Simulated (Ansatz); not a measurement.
Born–Oppenheimer molecular dynamics of AlCl3 (4 atoms, charge 0, multiplicity 1). It starts from a relaxed structure.

All numbers below come from RKS B3LYP-D4/def2-SVP in Ansatz 0.2.0.

| Quantity | Value |
| --- | --- |
| ensemble | NVE (Milne-controlled integrator) |
| time step | 1 fs |
| steps asked | 150 |
| starting velocities drawn for | 1500 K |
| seed | 243976 |

First frame:

```xyz
4
Properties=species:S:1:pos:R:3
Al 0.000 0.000 0.000
Cl 0.000 0.000 2.085
Cl 1.806 0.000 -1.043
Cl -1.806 0.000 -1.043
```

**Question.** What does the run give?

**Answer.** The run went to its last step.

```
steps done                                               : 150
time covered                                             : 150 fs
mean temperature over the second half                    : 905 K
spread of the potential energy over the second half      : 10.9 meV per atom
mean potential energy of the second half above the start : 38.4 meV per atom
```

The conserved energy stayed within 0.0045 meV per atom of its start (net change -0.0017 meV per atom), so the integration is sound. A run of 0.15 ps of so small a system gives no equilibrium averages.

**Question.** What happens to the structure?

**Answer.** The same pairs are bonded in the first frame and the last. Pairs count as bonded within 1.25 times the sum of covalent radii (0.12 Å more for H–H). The details hang on the random start.

**Question.** How do temperature and energy run in time?

**Answer.** 
```csv
time (fs),T (K),potential energy less start (eV),conserved less start (meV/atom)
0,1500,0.000,0.00
5,1290,0.054,0.00
10,902,0.155,0.00
15,703,0.206,0.00
20,748,0.194,0.00
25,830,0.173,0.00
30,786,0.185,0.00
35,602,0.232,0.00
40,382,0.289,0.00
45,309,0.308,0.00
50,486,0.262,0.00
55,724,0.200,0.00
60,681,0.212,0.00
65,332,0.302,0.00
70,134,0.353,0.00
75,401,0.284,0.00
80,837,0.171,0.00
85,1064,0.113,0.00
90,1004,0.128,0.00
95,826,0.174,0.00
100,800,0.181,0.00
105,984,0.133,0.00
110,1144,0.092,0.00
115,1083,0.108,0.00
120,859,0.166,0.00
125,703,0.206,0.00
130,776,0.187,0.00
135,991,0.132,0.00
140,1110,0.101,0.00
145,948,0.143,0.00
150,533,0.250,0.00
```

The run took 8.9 min on 1 thread of Arm Neoverse N1, on a shared host, peak memory 0.14 GiB.
